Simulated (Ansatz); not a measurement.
Species: GeBrF, charge 0, singlet. GeBrF (SMILES [F][Ge][Br]).
B3LYP-D3(BJ)/def2-TZVP minimum from Ansatz (a quantum-chemistry and plane-wave program):
```xyz
3

Ge     0.5287    -0.4501     0.8232
F      1.5143    -1.3090    -0.3579
Br    -0.8728     0.7481    -0.6607
```

Hartree-Fock and CCSD correlation energies in hartree (Ansatz). UHF or UKS for unpaired electrons; spin-orbit terms are left out. Cores are frozen in correlated methods (noble-gas shells, and filled d and f shells in the p block). No relativity. Spin-orbit terms, left out, reach several kcal/mol for Br and I, and more for heavier atoms.

```csv
basis,X,E(HF),"E(corr, CCSD)"
cc-pVTZ,3,-4747.43096,-0.52247
cc-pVQZ,4,-4747.44740,-0.56819
cc-pV5Z,5,-4747.45040,withheld
```

Q: Fit E(corr) = E∞ + A/X³ to X = 3 and 4, predict X = 5, and compare with the run.

A: A = (-0.52247 - (-0.56819))/(1/27 - 1/64) = 2.1352; E∞ = -0.56819 - A/64 = -0.60155; at X = 5, E∞ + A/125 = -0.58447. The run gave -0.58490, 0.43 mEh below the prediction. The same form on X = 4 and 5 gives E∞ = -0.60243, 0.88 mEh below the first estimate.
